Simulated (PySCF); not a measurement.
A calculated (M06-L, PySCF 2.14, 6-31G*, the non-relativistic Hamiltonian (point nucleus)) atom or ion has these occupied shells.

```
shell  electrons  orbital energy (eV)  rms radius, mean of both spins (bohr)
 1s α          1              -336.56                                  0.311
 1s β          1              -336.06                                  0.311
 2s α          1              -57.778                                   1.39
```

Question: Name the element and its charge.

Answer: C³⁺ (carbon, charge +3), in [He] 2s1, 2S determinant.
